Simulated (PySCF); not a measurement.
# Basis and Hamiltonian dependence of the excitation energy of Xe²⁺

Xe²⁺ [Kr] 4d10 5s2 5p4 (3P) → Xe²⁺ [Kr] 4d10 5s1 5p4 6s1 (5P). All values are computed (PySCF 2.14, energy differences of UHF-based or UKS calculations, no spin-orbit coupling). Values in eV.

```csv
basis,Hamiltonian,functions,UHF,LDA,PBE0,MP2 (valence)
aug-cc-pVTZ-PP with ECP28MDF,ECP,55,26.890,27.817,27.596,26.686
"aug-cc-pVTZ-PP with one added diffuse shell each of d, f type with ECP28MDF",ECP,67,26.891,27.817,27.596,26.687
aug-cc-pVTZ-DK3,spin-free X2C,68,26.929,27.734,27.559,26.731
def2-QZVPPD with the def2 core potential (28 electrons),ECP,91,26.884,27.810,27.590,26.782
"aug-cc-pVQZ-PP with one added diffuse shell each of s, p, d, f, g type with ECP28MDF",ECP,117,26.888,27.814,27.594,26.780
"aug-cc-pwCVTZ-DK3 with one added diffuse shell each of s, p, d, f type",spin-free X2C,125,26.906,27.728,27.547,26.753
"x2c-QZVPPall with one added diffuse shell each of s, p, d, f type",spin-free X2C,128,26.914,27.736,27.554,26.811
dyall-av2z,non-relativistic,130,25.235,26.003,25.861,24.937
aug-cc-pV5Z-PP with ECP28MDF,ECP,139,26.886,27.813,27.595,26.822
```

Frozen in the all-electron rows: valence: [Kr] 4d10; with a core potential, the same shells as far as they lie outside it.

Non-relativistic rows lack the scalar-relativistic shift.
